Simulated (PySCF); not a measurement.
Work out the structure from these simulated measurements.

Formula: C6H15N.

| Quantity | Value |
| --- | --- |
| Polarisability | 83.5 au [CAM-B3LYP/def2-SVPD] |
| 13C NMR | chemical shifts (computed TMS as zero) by class: 52.1 (1 C), 38.3 (2 C), 26.6 (3 C) ppm [GIAO PBE0/pcSseg-1] |
| UV, first state | lowest singlet excitation: 5.87 eV (211 nm, f = 0.004) [TDDFT CAM-B3LYP/def2-SVPD] |
| UV, strongest line | among the 10 lowest singlet transitions: S7 at 7.75 eV (160 nm, f = 0.034) [TDDFT CAM-B3LYP/def2-SVPD] |
| Rotational structure | rotational constants A, B, C: 3.130, 2.297, 1.919 GHz [PBE0-D3(BJ)/def2-SVP] |
| 1H NMR | chemical shifts (computed TMS as zero) by class: 2.18 (6 H), 1.02 (9 H) ppm [GIAO PBE0/pcSseg-1] |

The electronic properties come from PySCF, for the isolated species, density fitting. Levels stand in brackets. Geometry: PBE0-D3(BJ)/def2-SVP; no solvent, vibrations or thermal averaging. NMR values are class means; diastereotopic atoms form classes of their own.

Question: Propose a structure and show how it fits.

Answer: Numbering: `[CH3:1][N:2]([CH3:3])[C:4]([CH3:5])([CH3:6])[CH3:7]`. Its formula, C6H15N, gives 0 degrees of unsaturation, so no ring and no π bond. 6 carbons fall into 3 classes; from least to most shielded: sp3 carbon bound to nitrogen [C4] (52.1 ppm), N-methyl carbon [C1/C3] (38.3 ppm, 2 C), methyl carbon [C5/C6/C7] (26.6 ppm, 3 C, up to 16.9 ppm apart in this geometry). Hydrogen classes from least to most shielded: 6 H on 2 N-methyl carbons, C1/C3 (2.18 ppm, a mean of values up to 0.7 ppm apart in this geometry), 9 H on 3 methyl carbons, C5/C6/C7 (1.02 ppm, a mean of values up to 1.0 ppm apart in this geometry). The optimised geometry has point group Cs and is an asymmetric top. Structure: `CN(C)C(C)(C)C`. Computed isomers that give other values at the same levels: `CC(C)[C@H](C)CN` (smallest rotational constant: 1.573 GHz; this holds for the one conformer computed); `CC(C)(C)CCN` (rotational constant A: 4.106 GHz; this holds for the one conformer computed); `CCCC(C)(C)N` (rotational constant A: 4.197 GHz; this holds for the one conformer computed). The assignments are read from this structure; whether some other isomer fits the data as well wasn't checked.

Shape of the structure used: `[CH3:1][N:2]([CH3:3])[C:4]([CH3:5])([CH3:6])[CH3:7]`: C1–N2–C4–C5 -66°.
